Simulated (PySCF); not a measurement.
The vertical singlet excitations below were computed for one of the candidates. Computed with TDDFT CAM-B3LYP/def2-SVPD, vertical, gas phase, core orbitals frozen in the response (PySCF). Geometries: GFN2-xTB, one conformer each.

```
state  E (eV)  λ (nm)       f
   S1    5.68   218.4  0.0000
   S2    5.92   209.5  0.0011
   S3    5.92   209.3  0.0019
   S4    7.26   170.7  0.0061
   S5    7.59   163.4  0.0017
   S6    7.63   162.5   0.012
   S7    7.64   162.4   0.015
   S8    7.80   159.0   1.015
```

Triplets computed (Tamm–Dancoff): 4.72, 5.14, 5.14 eV.

Orbital energies (eV): HOMO-3 -10.44, HOMO-2 -10.25, HOMO-1 -9.70, HOMO -9.57, LUMO 0.32, LUMO+1 0.42, LUMO+2 0.80.

Question: Which structure fits? All have the formula C4H8ClFSi2.
A. `C=C[Si@H](Cl)/C(F)=C/[SiH3]`
B. `F[C@@H](Cl)C[SiH2]C#C[SiH3]`
C. `C=C[Si@@H](Cl)/C(F)=C\[SiH3]`

Answer: B. Its S1, at 5.68 eV, is the lowest among the candidates; the nearest of the others has S1 at 6.15 eV. S1 is HOMO-1→LUMO (49%), HOMO→LUMO+1 (32%). Löwdin shares by element: HOMO carbon 66% or more, chlorine 13% (atoms not listed hold the other 21%); LUMO carbon 48% or more, silicon 28% (atoms not listed hold the other 24%). At the same level the other candidates give, for their lowest levels:
- `C=C[Si@@H](Cl)/C(F)=C\[SiH3]`: 6.15 eV (f 0.328); 6.47 eV (f 0.002); 6.88 eV (f 0.016); 6.90 eV (f 0.008); 7.05 eV (f 0.003); T1 3.85 eV; HOMO -9.19, LUMO -0.16 eV
- `C=C[Si@H](Cl)/C(F)=C/[SiH3]`: 6.29 eV (f 0.340); 6.54 eV (f 0.114); 6.75 eV (f 0.188); 6.97 eV (f 0.019); 7.20 eV (f 0.260); T1 4.04 eV; HOMO -9.15, LUMO -0.02 eV

Shape of the structure used: `[F:1][C@@H:2]([Cl:3])[CH2:4][SiH2:5][C:6]#[C:7][SiH3:8]`: F1–C2–C4–Si5 62°, C2–C4–Si5–C6 59°.
